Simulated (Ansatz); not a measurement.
Geometry optimisation, RHF/def2-SVP (Ansatz 0.2.0).

Input:

```yaml
crystal:
  periodic: [false, false, false]
  atoms:
    - { symbol: Ta, position_ang: [-0.242182, 0.108772, -0.116117] }
    - { symbol: F, position_ang: [1.572874, 0.679374, -0.261496] }
    - { symbol: F, position_ang: [0.269989, -1.06588, 1.24366] }
    - { symbol: "N", position_ang: [-0.128176, -0.194403, -2.034589] }
    - { symbol: H, position_ang: [-0.846589, -0.593562, -2.610626] }
    - { symbol: H, position_ang: [0.72051, -0.023376, -2.545257] }
    - { symbol: Cl, position_ang: [-0.996943, 2.213064, 0.473848] }
    - { symbol: Cl, position_ang: [-2.370889, -0.898959, -0.171854] }
    - { symbol: H, position_ang: [1.907744, -1.915374, -0.696058] }
    - { symbol: H, position_ang: [2.263762, -1.310556, -0.58971] }
basis:
  gaussian: { orbitals: def2-SVP }
hamiltonian:
  xc: hf
relax:
  f_tol: 0.03
  max_steps: 50
output:
  orbitals: {}
```

Launched with:

```bash
$ ansatz run input.yaml --threads 2 --pin off --max-ram 3072MiB --backend cpu --events-out ev --progress --plain --runs-dir out
```

Q: Where does it end, and by what steps?

A: It converged. The force dipped under the threshold on the way, but the program's further checks kept it going. After 42 steps the energy has fallen by 0.246 eV; H9 moved furthest, 1.81 Å.

```tsv
step	energy less start (eV)	largest force component (eV/Å)	accepted
0	0.0000	1.464	yes
2	-0.1841	0.318	yes
4	-0.2279	0.493	yes
6	-0.2316	0.301	yes
8	-0.2376	0.022	yes
10	-0.2386	0.026	yes
12	-0.2391	0.020	yes
14	-0.2395	0.051	yes
16	-0.2398	0.054	yes
18	-0.2402	0.102	yes
20	-0.2408	0.084	yes
22	-0.2415	0.077	yes
24	-0.2423	0.035	yes
26	-0.2429	0.072	yes
28	-0.2437	0.097	yes
30	-0.2441	0.055	yes
32	-0.2444	0.089	yes
34	-0.2448	0.040	yes
36	-0.2451	0.064	yes
38	-0.2456	0.078	yes
40	-0.2461	0.051	yes
42	-0.2463	0.027	yes
```

```xyz
10
Properties=species:S:1:pos:R:3
Ta -0.647 0.238 -0.026
F 1.231 0.195 0.099
F -0.716 -0.981 1.387
N -0.383 -0.374 -1.848
H -1.111 -0.598 -2.502
H 0.537 -0.537 -2.223
Cl -0.696 2.534 0.316
Cl -2.975 0.040 -0.345
H 3.607 -2.009 -1.314
H 3.302 -1.508 -0.852
```

Whether the end is a true minimum wasn't checked by a vibrational analysis.

The run took 2.7 min on 2 threads of Intel(R) Xeon(R) Platinum 8375C CPU @ 2.90GHz (Ice Lake), with other jobs on the host, peak memory 0.34 GiB.
